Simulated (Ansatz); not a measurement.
One change: `[SiH3][O][SbH2]` becomes `[SiH3]O[AsH2]`.

Ansatz, PBE0-D4/def2-TZVP geometries, multiplicity 1. 

Elements past krypton have def2 core potentials. Scalar relativity is left out up to krypton.

```csv
property,`[SiH3][O][SbH2]`
zero-point energy (PBE0-D4/def2-TZVP) / kJ/mol,111.8
LUMO energy (PBE/def2-TZVPP) / eV,-2.23
HOMO energy (B3LYP/def2-TZVPP) / eV,-7.35
HOMO energy (PBE0/def2-TZVPP) / eV,-7.52
HOMO energy (PBE/def2-TZVPP) / eV,-6.40
LUMO energy (PBE0/def2-TZVPP) / eV,-1.42
```

(1) Give the same properties after the change, and the shifts. (Best estimate.)

Results:

(1) Ansatz gave: 
```csv
property,`[SiH3]O[AsH2]`,shift
zero-point energy (PBE0-D4/def2-TZVP) / kJ/mol,118.2,6.4
LUMO energy (PBE/def2-TZVPP) / eV,-1.76,0.47
HOMO energy (B3LYP/def2-TZVPP) / eV,-7.40,-0.05
HOMO energy (PBE0/def2-TZVPP) / eV,-7.59,-0.07
HOMO energy (PBE/def2-TZVPP) / eV,-6.39,0.01
LUMO energy (PBE0/def2-TZVPP) / eV,-0.86,0.56
```

With PBE0 the HOMO falls by 0.07 eV and the LUMO rises by 0.56 eV, so the gap widens by about 0.63 eV. PBE moves the HOMO by 0.01 eV and ωB97M-V by -0.14 eV.

B3LYP here is the variant with VWN-RPA as its local correlation; programs differ in this.

Spin–orbit coupling is left out; it splits and shifts lone-pair levels of the heavy atoms by tenths of an eV.
